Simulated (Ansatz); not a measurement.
Gas-phase electronic energies from Ansatz, PBE0-D4/def2-TZVP geometries. CCSD(T)/CBS adds triple-zeta CCSD(T) − MP2 to the extrapolated MP2 energy (def2 sets, frozen cores). This one scheme is used for every species, atoms too. Functionals use def2-TZVPP. B3LYP here is the variant with VWN-RPA as its local correlation; programs differ in this. Open shells (•) are unrestricted, without spin–orbit coupling. Spin–orbit coupling would lower the free atoms: a little for O; clearly for Ga. def2 core potentials past Kr. For Ga, Sb outer-core shells are correlated without core-valence functions, so the limit isn't a true one: a few kJ/mol of doubt a bond, and 10 to 20 or more in all where bonds break to atoms. Scalar relativity is left out up to krypton.

Reaction (atomization): `[GaH2][O][SbH2]` → Ga• + 4 H• + O• + Sb•

`[GaH2][O][SbH2]`:

Cartesian coordinates in Å:
```
Ga -1.213 0.648 0.546
O 0.302 -0.172 1.018
Sb 1.850 -0.712 -0.047
H -1.338 1.085 -0.951
H -2.228 0.841 1.714
H 1.075 -2.006 -0.880
H 1.552 0.317 -1.399
```

```csv
level,ΔE (eV),difference from CCSD(T)/CBS
PBE-D4,18.12,-0.16
ωB97M-V,17.97,-0.31
B2PLYP,17.80,-0.48
BLYP,17.80,-0.48
r2SCAN,18.03,-0.25
B3LYP,17.79,-0.49
HF/def2-SVP,11.30,-6.98
MP2/def2-SVP,16.40,-1.88
HF/def2-QZVPP,11.67,-6.61
SCS-MP2/def2-QZVPP,18.19,-0.09
CCSD(T)/CBS,18.28,0
```

Largest T1 diagnostic among the species: 0.016.

The D4 term adds +0.27 eV with B3LYP and +0.14 eV with PBE0; it sums over pairs of atoms, weighted by their polarisabilities, and B3LYP, whose exchange is more repulsive, gets the larger term. From PBE to PBE0 (25 % exact exchange), in def2-TZVPP and without D4, ΔE moves by −0.48 eV: exact exchange takes away binding that semilocal exchange gives to molecules. In def2-TZVPP, CCSD(T) changes the Hartree–Fock value by +6.14 eV (the triples alone add +0.35 eV) and MP2 by +6.05 eV; breaking electron pairs costs correlation energy, which Hartree–Fock lacks.

For atomizations the MP2-based limit and the directly extrapolated one differ by several kJ/mol either way, and by 10 to 25 for some Ge, Se and Sn compounds, so smaller differences from it don't rank the levels.
